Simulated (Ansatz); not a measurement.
Stretching the Ge2–H3 bond in GaGeH5 (SMILES [GaH2][GeH3]) (multiplicity 1 held, fragments rigid). Energies count from the point at 1.541 Å.
Geometry at that point (charge 0, multiplicity 1):
```json
[
 {"atom": "Ga", "x (Å)": "-1.2304", "y (Å)": "-0.0777", "z (Å)": "-0.2920"},
 {"atom": "Ge", "x (Å)": "1.1573", "y (Å)": "0.0702", "z (Å)": "0.2737"},
 {"atom": "H", "x (Å)": "1.9820", "y (Å)": "-1.1429", "z (Å)": "-0.1997"},
 {"atom": "H", "x (Å)": "1.7871", "y (Å)": "1.3290", "z (Å)": "-0.3615"},
 {"atom": "H", "x (Å)": "1.3593", "y (Å)": "0.1998", "z (Å)": "1.7986"},
 {"atom": "H", "x (Å)": "-2.2172", "y (Å)": "1.0451", "z (Å)": "0.2026"},
 {"atom": "H", "x (Å)": "-1.8013", "y (Å)": "-1.2698", "z (Å)": "-1.1461"}
]
```

Restricted levels (R-, RO-) in cc, def2 and unpolarised 6-31G sets keep to the state of the molecule at rest. U- levels take the lowest unrestricted solution at each point, which mixes spins at long bonds. Active spaces are followed from a long bond inwards. Curves can end on different states.

Cores are frozen in the correlated methods. Filled d and f shells under p-block atoms count as core.

Codes used: Ansatz (Gaussian orbitals). 

Energies in kcal/mol.

```csv
R (Å),R-HF/cc-pVTZ,U-wB97X-V/cc-pVTZ,R-MP2/cc-pVTZ,U-SCS-MP2/cc-pVTZ,"FIC-MRCISD+Q on CASSCF(2,2)/cc-pVTZ"
1.233,30.5,28.7,30.4,?,30.9
1.387,5.8,5.3,5.8,6.0,6.2
1.541,0.0,0.0,0.0,0.0,0.0
1.696,4.0,4.1,3.9,3.8,3.4
1.850,13.1,12.9,12.7,12.4,11.4
2.081,30.5,29.6,29.3,28.9,26.6
2.312,48.7,47.0,46.6,?,41.7
2.697,76.4,71.2,72.0,74.0,61.8
3.083,99.2,81.6,91.6,81.1,74.3
3.545,120.6,85.7,107.5,?,81.2
4.162,141.0,87.0,118.0,84.7,84.1
4.932,157.7,87.2,117.9,84.9,84.7
```

### Question
Some entries are withheld; supply them.

### Answer

- 1.233, U-SCS-MP2/cc-pVTZ: 30.6
- 3.545, U-SCS-MP2/cc-pVTZ: 83.8
- 2.312, U-SCS-MP2/cc-pVTZ: 52.4

Doubts at one or more of the structures used: a restricted determinant that unrestricted orbitals would lower (R-HF/cc-pVTZ, R-MP2/cc-pVTZ); a spin-contaminated determinant (U-wB97X-V/cc-pVTZ, U-SCS-MP2/cc-pVTZ).

Ansatz is an electronic-structure program.
